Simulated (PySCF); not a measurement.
H7NO2Si2, SMILES N[Si@H](O)O[SiH3]. Atoms are numbered in the order given.

```xyz
12

N     -2.1686     0.3961     0.7738
Si    -0.9596     0.0190    -0.3873
O     -0.6024    -1.6067    -0.3214
O      0.5160     0.7307    -0.1360
Si     2.0858     0.2713     0.1714
H     -2.0057     0.2420     1.7650
H     -2.7647     1.2051     0.6265
H     -1.4828     0.4758    -1.6959
H     -1.3531    -2.2055    -0.2370
H      2.9020     1.5102     0.2992
H      2.1759    -0.4978     1.4466
H      2.6315    -0.5599    -0.9391
```
Charge 0, spin multiplicity 1.

Geometry optimised at B3LYP-D3(BJ)/def2-SVP. The structure was generated by enumeration; whether it is a known compound was not checked. One conformer was computed; it need not be the lowest.

Calculation: CAM-B3LYP/def2-TZVP in PySCF.

Atomic charges (e):

| atom | Mulliken | Löwdin |
|---|---|---|
| N1 | -0.62 | -0.26 |
| Si2 | 0.65 | -0.07 |
| O3 | -0.53 | -0.12 |
| O4 | -0.41 | -0.02 |
| Si5 | 0.37 | 0.17 |
| H6 | 0.23 | 0.16 |
| H7 | 0.23 | 0.16 |
| H8 | -0.07 | -0.05 |
| H9 | 0.32 | 0.18 |
| H10 | -0.06 | -0.05 |
| H11 | -0.06 | -0.05 |
| H12 | -0.05 | -0.05 |

Computed Mayer and Wiberg (Löwdin basis) orders of the bonds:
```csv
bond,Mayer,Wiberg
N1–Si2,1.17,1.54
Si2–O3,1.16,1.63
Si2–O4,1.12,1.53
O4–Si5,1.10,1.56
N1–H6,0.92,0.95
N1–H7,0.92,0.95
Si2–H8,0.95,0.91
O3–H9,0.88,1.02
Si5–H10,0.96,0.97
Si5–H11,0.95,0.97
Si5–H12,0.96,0.97
```
